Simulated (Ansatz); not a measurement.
Boron trichloride + NH₃ → `NB(Cl)Cl` + HCl at 298.15 K and 1 bar (ligand exchange at a B–Cl bond).

Program: Ansatz. Geometries: PBE0-D4/def2-TZVP. ΔE: electronic, gas phase. CCSD(T)/CBS is the MP2 limit (def2-TZVPP, def2-QZVPP) plus CCSD(T) − MP2 in def2-TZVPP, frozen cores. This one scheme is used for every species. Each species was taken in one conformer, which may not be the lowest.

```
    species  CCSD(T)/CBS energy (Eh)  H − E (kJ/mol)  S (J/(mol·K))
`ClB(Cl)Cl`              -1404.24732            34.3          289.5
        NH₃                -56.50880           100.5          192.4
 `NB(Cl)Cl`              -1000.39362           104.1          294.0
        HCl               -460.38127            26.6          186.8
```

H − E and S are ideal-gas, rigid-rotor, harmonic terms from PBE0-D4/def2-TZVP, for one conformer and one mirror image of each species. 1 Eh = 2625.50 kJ/mol, R = 8.31446 J/(mol·K).

**Question.** By hand: ΔE, ΔH, ΔS and ΔG.

**Answer.** ΔE = (-1000.39362) + (-460.38127) − (-1404.24732) − (-56.50880) = -0.01877 Eh = -49.3 kJ/mol. Δ(H − E) = 104.1 + 26.6 − 34.3 − 100.5 = -4.1, so ΔH = -53.4 kJ/mol. ΔS = 294.0 + 186.8 − 289.5 − 192.4 = -1.1 J/(mol·K). ΔG = -53.4 − 298.15 × (-1.1)/1000 = -53.1 kJ/mol.

**Question.** By hand: the equilibrium constant, and the temperature at which ΔG would vanish if ΔH and ΔS stayed fixed.

**Answer.** log₁₀ K = −ΔG/(RT ln 10) = 9.3. ΔG = 0 at ΔH/ΔS = 48545 K, far beyond where these terms or the molecules hold.

The number of gas molecules stays the same, so ΔS is small and ΔH decides. A doubt of 5 kJ/mol in ΔE shifts log₁₀ K by 0.9 here. Other conformers and mirror images would add mixing entropy, several J/(mol·K) or more a flexible species. These are equilibria of isolated gas molecules and say nothing of rates. Largest T1 diagnostic: 0.011 (customary marks: 0.02 for closed shells, 0.045 for open ones).
